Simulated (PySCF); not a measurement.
**How methods differ on the excitation energy of Ar(2+)**

Ar(2+) [Ne] 3s2 3p4 (3P) → Ar(2+) [Ne] 3s1 3p5 (3P), as a difference of total energies. All numbers are calculated (PySCF 2.14, scalar relativity by spin-free X2C-1e, in dyall-acv3z (19s12p6d4f, 113 functions)). Correlated levels: valence: [Ne] frozen; virtual orbitals above 40 to 60 times the deepest correlated orbital energy dropped. The calculations carry no spin-orbit coupling.

| method | excitation energy (eV) |
| --- | --- |
| UHF | 17.312 |
| MP2 (valence) | 15.795 |
| SCS-MP2 (valence) | 15.604 |
| CCSD (valence) | 14.555 |
| CCSD(T) (valence) | 14.138 |

Problem. How much does correlation contribute at CCSD(T) (valence)?

Solution. 14.138 − (17.312) = -3.174 eV, measured against UHF.

The coupled-cluster amplitudes are large for the upper state (T1 above 0.03 or a double amplitude above 0.15), so a single reference is strained.
